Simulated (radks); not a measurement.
Results of a calculation; reference values are marked as such.
The indium ion In0.625+, configuration [Ar] 3d10 4s(up 1, down 0.375) 4p6 4d10 5s2 5p1 (fractional occupations, a model configuration).

Code: a radial shooting solver on a logarithmic mesh with Libxc functionals. Model: scalar-relativistic Kohn-Sham, BLYP, spin-polarised, spherical densities, finite nucleus; open shells are filled with parallel spins first (spin-orbit coupling, left out, can overturn this in heavy ions); Fermi nuclear charge, rms radius 4.6156 fm.

Energy parts (hartree):
| part | energy |
|---|---|
| total | -5879.26482 |
| kinetic | 6127.84405 |
| electron-nucleus | -14197.84652 |
| Hartree | 2350.39430 |
| exchange-correlation | -159.65666 |

Orbitals (lengths in bohr, moments of r in powers of bohr):
orbital   occ.  eigenvalue (hartree)      <r^4>
1s up        1             -1020.504  3.717e-06
1s down      1             -1020.496  3.717e-06
2s up        1             -153.1523  0.0006512
2s down      1             -153.1460  0.0006512
2p up        3             -137.5249  0.0004677
2p down      3             -137.5183  0.0004677
3s up        1             -29.38493    0.02953
3s down      1             -29.37623    0.02951
3p up        3             -24.26727    0.03134
3p down      3             -24.25818    0.03131
3d up        5             -16.31590    0.02897
3d down      5             -16.30675    0.02893
4s up        1              -4.76617     0.9664
4s down  0.375              -4.73384     0.9721
4p up        3              -3.22876      1.421
4p down      3              -3.19934      1.432
4d up        5              -1.00942      4.604
4d down      5              -0.98636      4.643
5s up        1              -0.51401      71.59
5s down      1              -0.49324      72.62
5p up        1              -0.26609      214.1
5p down      0              -0.24574      236.6

The highest occupied level is 5p up at -7.241 eV. The electron density at the nucleus is 1.794e+05 e/bohr^3 (large components only).
